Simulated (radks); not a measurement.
Results of a calculation; reference values are marked as such.
Numerical settings for the iron ion Fe+, [Ar] 3d6 4s1. Level of theory: scalar-relativistic Kohn-Sham, PBE, spin-polarised, spherical densities, finite nucleus; open shells are filled with parallel spins first; Fermi nuclear charge, rms radius 3.7377 fm (a radial shooting solver on a logarithmic mesh with Libxc functionals). The defaults (mesh step 0.008 in ln r, mesh end at 40 bohr or more with all orbitals vanishing there, Anderson mixing 0.5 over 9 steps, residual threshold near 1e-9 with the energy settled to 1e-9 hartree or 1e-11 of itself, here a cap of 62 iterations) give E = -1272.2935 hartree and 4s at -13.070 eV in 18 iterations. Run on one thread of a shared host, so times are rough (Arm Neoverse N1): 0.23 s of CPU time, 0.23 s wall, 18 iterations on 2259 mesh points. Changes against that run (0 stands for a change within the tolerance of the run):

setting                     iterations         converged  E (mhartree)  e(4s) (meV)  CPU (s)
mesh step in ln r 0.2                5                no      diverged            -     0.03
mesh step in ln r 0.003             34               yes             0            0      0.9
mesh step in ln r 0.08               4                no      diverged            -     0.02
mesh end (bohr) 3                   18  level above zero          +674    +1.61e+04     0.18
mesh end (bohr) 8                   18               yes        +0.276        +17.9     0.21
residual threshold 0.001            10               yes             0       -0.321     0.15
residual threshold 0.01             10               yes             0       -0.321     0.15
mixing 1                            17               yes             0            0     0.21
linear mixing, mixing 0.5           62                no             0            0     0.48
linear mixing, mixing 0.05          62                no        +0.555         -245      0.7
mixing history 3                    25               yes             0            0     0.27
iteration cap 8                      8                no             0        -1.28     0.11

Settled on a wrong energy, with an occupied level pushed above zero by the early mesh end: mesh end (bohr) 3 (+0.674 hartree). Apart from these: no run marked as converged misses the energy by more than 1 mhartree. A mesh that ends early acts as a hard wall.
